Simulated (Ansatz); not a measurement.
The cluster Pd₃Au₂⁺, 5 atoms. Hardware: 4 threads of Arm Neoverse V1 on a shared host.

In the def2 sets Au, Pd take a core potential; there is no spin–orbit coupling. Correlated methods freeze no core orbitals; core or outer-core shells of Pd, Au are correlated, in sets that lack core-valence functions.

Problem. How many basis functions does each of these Ansatz runs have, and roughly what does it cost? MP2/def2-TZVP, charge 1 doublet, energy, from earlier orbitals; PBE-D4/def2-SVP, charge 1 doublet, energy with a search over starts; PBE-D4/def2-TZVP, charge 1 doublet, energy and forces, from earlier orbitals; RPA@PBE/def2-TZVP, charge 1 doublet, energy, from earlier orbitals; PBE0-D4/def2-TZVP, charge 1 doublet, energy, from earlier orbitals; BLYP-D4/def2-TZVP, charge 1 doublet, energy, from earlier orbitals; PBE-QIDH/def2-TZVP, charge 1 doublet, energy, from earlier orbitals; r2SCAN-D4/def2-TZVP, charge 1 doublet, energy, from earlier orbitals; PBE0-D4/def2-SVP, charge 1 doublet, energy, from earlier orbitals; r2SCAN-D4/def2-SVP, charge 1 doublet, relaxation, 4 steps; r2SCANh-D4/def2-TZVP, charge 1 doublet, energy, from earlier orbitals; PBE-D4/def2-SVP, charge 1 doublet, energy, from earlier orbitals.

Solution. Other jobs shared the machine, so times can vary by a factor of up to 3. A dash marks memory too small to be measured apart from the calling script's.

```
                                                                         run  functions  fitting or Cholesky vectors  wall time  peak host memory (GiB)
            PBE-D4/def2-SVP, charge 1 doublet, energy, from earlier orbitals        157                         1492       10 s                       –
PBE-D4/def2-TZVP, charge 1 doublet, energy and forces, from earlier orbitals        200                         1793       14 s                       –
          BLYP-D4/def2-TZVP, charge 1 doublet, energy, from earlier orbitals        200                         1793       15 s                       –
           PBE0-D4/def2-SVP, charge 1 doublet, energy, from earlier orbitals        157                         1648       23 s                    0.85
          RPA@PBE/def2-TZVP, charge 1 doublet, energy, from earlier orbitals        200                         1922       27 s                    0.98
              MP2/def2-TZVP, charge 1 doublet, energy, from earlier orbitals        200                         1922       32 s                     1.1
        r2SCAN-D4/def2-TZVP, charge 1 doublet, energy, from earlier orbitals        200                         1793       39 s                    0.58
         PBE-QIDH/def2-TZVP, charge 1 doublet, energy, from earlier orbitals        200                         1922       46 s                     1.1
                   r2SCAN-D4/def2-SVP, charge 1 doublet, relaxation, 4 steps        157                         1492       48 s                       –
         PBE-D4/def2-SVP, charge 1 doublet, energy with a search over starts        157                         1492       51 s                    0.59
          PBE0-D4/def2-TZVP, charge 1 doublet, energy, from earlier orbitals        200                         2037       53 s                     1.7
       r2SCANh-D4/def2-TZVP, charge 1 doublet, energy, from earlier orbitals        200                         1793       94 s                     1.7
```
